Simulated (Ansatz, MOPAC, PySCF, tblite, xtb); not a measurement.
Scan of H2Be, singlet: map of symmetric stretch and bend. Scanned: Be-H bond length and H-Be-H angle.

- GFN2-xTB, 300 K electronic temperature (tblite)
- RHF/def2-SVP (PySCF)
- FCI/aug-cc-pVDZ = full CI/aug-cc-pVDZ, frozen core run with Ansatz (a program for electronic structure)
- RHF/aug-cc-pVDZ (Ansatz)
- MP2/aug-cc-pVDZ = MP2 on RHF/aug-cc-pVDZ, frozen core (Ansatz)
- CCSD/aug-cc-pVDZ = CCSD on RHF/aug-cc-pVDZ, frozen core (Ansatz)
- CCSD(T)/aug-cc-pVDZ = CCSD(T) on RHF/aug-cc-pVDZ, frozen core (Ansatz)
- CCSDT/aug-cc-pVDZ = Ansatz with CCSDT on RHF/aug-cc-pVDZ, frozen core
- CCSDT(Q)/aug-cc-pVDZ = CCSDT(Q) on RHF/aug-cc-pVDZ, frozen core in Ansatz
- RKS-PBE0/aug-cc-pVDZ = restricted PBE0/aug-cc-pVDZ (Ansatz)
- RKS-PBE/aug-cc-pVDZ = Ansatz with restricted PBE/aug-cc-pVDZ
- AM1, restricted, heats of formation (MOPAC)
- PM6, restricted, heats of formation (MOPAC)
- GFN1-xTB (xtb)
- RKS-B3LYP/6-31G* = restricted B3LYP/6-31G*, spherical d run with PySCF
- RHF/STO-3G = restricted Hartree-Fock/STO-3G run with PySCF
- RHF/LANL2DZ = restricted Hartree-Fock/LANL2DZ run with PySCF
- RMP2/3-21G = PySCF with restricted MP2 (frozen core)/3-21G

Energies in kJ/mol at chosen points (x: Be-H bond length (Å); y: H-Be-H angle (°)), relative to x = 1.33, y = 180:

| method | (1.59, 120.34) | (1.44, 139.34) | (1.20, 80.92) | (1.74, 100.28) | (1.33, 171.58) | (1.24, 120.34) | (1.53, 100.28) |
|---|---|---|---|---|---|---|---|
| GFN2-xTB | 105.8 | 36.3 | 183.2 | 196.8 | 0.5 | 36.2 | 116.1 |
| RHF | 151.1 | 53.6 | 311.3 | 288.7 | 1.8 | 108.5 | 193.5 |
| FCI/aug-cc-pVDZ | 132.7 | 45.9 | 292.7 | 252.6 | 1.5 | 99.1 | 171.5 |
| RHF/aug-cc-pVDZ | 147.8 | 50.9 | 308.2 | 285.8 | 1.6 | 103.5 | 190.4 |
| MP2/aug-cc-pVDZ | 140.5 | 48.4 | 295.6 | 270.1 | 1.5 | 99.8 | 180.1 |
| CCSD/aug-cc-pVDZ | 133.8 | 46.2 | 293.4 | 255.0 | 1.5 | 99.2 | 172.7 |
| CCSD(T)/aug-cc-pVDZ | 133.0 | 46.0 | 292.8 | 253.4 | 1.5 | 99.1 | 171.9 |
| CCSDT/aug-cc-pVDZ | 132.7 | 45.9 | 292.7 | 252.6 | 1.5 | 99.1 | 171.5 |
| CCSDT(Q)/aug-cc-pVDZ | 132.7 | 45.9 | 292.7 | 252.6 | 1.5 | 99.1 | 171.5 |
| RKS-PBE0/aug-cc-pVDZ | 135.2 | 46.8 | 281.4 | 259.5 | 1.5 | 97.4 | 173.1 |
| RKS-PBE/aug-cc-pVDZ | 128.2 | 44.5 | 278.0 | 245.7 | 1.5 | 97.8 | 166.1 |
| AM1 | 82.7 | 24.8 | 162.7 | 177.8 | 1.2 | 80.0 | 111.6 |
| PM6 | 197.7 | 64.9 | 295.9 | 377.4 | 1.6 | 104.8 | 220.2 |
| GFN1-xTB | 122.8 | 41.4 | 199.8 | 234.0 | 0.6 | 41.6 | 136.2 |
| RKS-B3LYP/6-31G* | 142.1 | 49.8 | 287.1 | 270.4 | 1.5 | 98.0 | 180.8 |
| RHF/STO-3G | 224.9 | 79.1 | 320.5 | 425.9 | 1.8 | 97.6 | 259.2 |
| RHF/LANL2DZ | 151.4 | 55.5 | 320.5 | 287.5 | 2.0 | 116.0 | 195.1 |
| RMP2/3-21G | 135.6 | 46.2 | 307.6 | 263.2 | 1.6 | 106.1 | 177.4 |
